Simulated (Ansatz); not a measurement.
Molecule: C3H7Si, charge 0, multiplicity 2. It need not be the lowest isomer of its formula. 
Structure (B3LYP-D3(BJ)/def2-TZVP (Ansatz, a quantum-chemistry and plane-wave program) minimum search):
SMILES: [CH]=CC[SiH3]
```xyz
11

C     -2.2158     0.6537    -0.0118
C     -1.2838    -0.1710     0.3831
C     -0.1482    -0.6977    -0.4482
Si     1.4894     0.1342     0.0035
H     -3.0762     1.1523     0.4030
H     -1.2921    -0.4972     1.4290
H     -0.0371    -1.7752    -0.2957
H     -0.3424    -0.5332    -1.5097
H      2.6051    -0.4948    -0.7453
H      1.4320     1.5766    -0.3256
H      1.7455    -0.0171     1.4564
```
Charge 0, spin multiplicity 2.

Total electronic energies in hartree. Correlated levels leave the core frozen unless marked. UHF or UKS for open shells. No spin-orbit coupling. Non-relativistic. Basis-set limits of correlation are two-point, X^-3; Hartree-Fock from the larger set.

The UHF reference is spin-contaminated (<S^2> 0.17 over the pure value in the largest basis). 

```csv
level,program,energy (Eh)
HF/6-31G,Ansatz,-406.41383
HF/aug-cc-pV(D+d)Z,Ansatz,-406.54241
HF/cc-pVTZ,Ansatz,-406.57874
HF/cc-pwCVTZ,Ansatz,-406.58360
HF/cc-pV(Q+d)Z,Ansatz,-406.59302
RI-HF/cc-pV(T+d)Z,Ansatz,-406.58191
HSE06-D4/def2-TZVPD,Ansatz + dftd4,-407.68075
CAM-B3LYP-D3(BJ)/def2-TZVPD,Ansatz + dftd3,-407.90286
CAM-B3LYP-D4/def2-TZVPD,Ansatz + dftd4,-407.90287
MP2/STO-3G,Ansatz,-401.96563
MP2/cc-pV(T+d)Z,Ansatz,-407.16438
SCS-MP2/cc-pV(D+d)Z,Ansatz,-407.01445
SCS-MP2/cc-pVTZ,Ansatz,-407.17030
"CCSD/CBS(aug-cc-pV(T+d)Z,aug-cc-pV(Q+d)Z)",Ansatz,-407.2894
"CCSD(T)/CBS(aug-cc-pV(T+d)Z,aug-cc-pV(Q+d)Z)",Ansatz,-407.3205
```

Totals of different functionals don't rank their quality; only differences between species are comparable.
